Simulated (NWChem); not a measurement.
# Basis-set convergence for H₂AlF₂N

```xyz
6

Al     0.0000     0.0000    -0.0399
F      1.4198     0.0000    -0.8897
F     -1.4198     0.0000    -0.8897
N      0.0000     0.0000     1.7090
H     -0.8330     0.0000     2.2851
H      0.8330     0.0000     2.2851
```
Charge 0, spin multiplicity 1.

All runs are NWChem calculations. All single points use one geometry, from PBE0/def2-SVP, a minimum by its harmonic frequencies. It is one conformer; others weren't searched.

Quantity: vertical ionisation energy at the level ΔPBE0 (Δ: difference of total energies, the cation a doublet at the parent's geometry with its hole in an orbital of symmetry b2 (C2v labels); it is the state that the SCF runs reached, from PBE0 orbitals for Hartree-Fock references, and need not be the lowest).

The Pople sets run with spherical d functions. The structure started from a generated list of species. No SCF solution was tested for a lower state.

Relative cost: rough, from shared machines, SCF included, def2-SVPD = 1.

```tsv
basis	functions	vertical ionisation energy (eV)	relative cost
def2-SVPD	106	10.82	1
6-311++G**	110	10.81	under 3
aug-cc-pVDZ	114	10.74	under 3
def2-TZVP	142	10.68	under 3
aug-cc-pVTZ	234	10.71	20
```

Smallest basis within 0.05 eV of aug-cc-pVTZ, the largest set run: aug-cc-pVDZ, with 114 functions against 234 and about 9 % of the time (also within reach: def2-TZVP). aug-cc-pVTZ isn't the basis-set limit itself, and a small set can land close by cancellation.
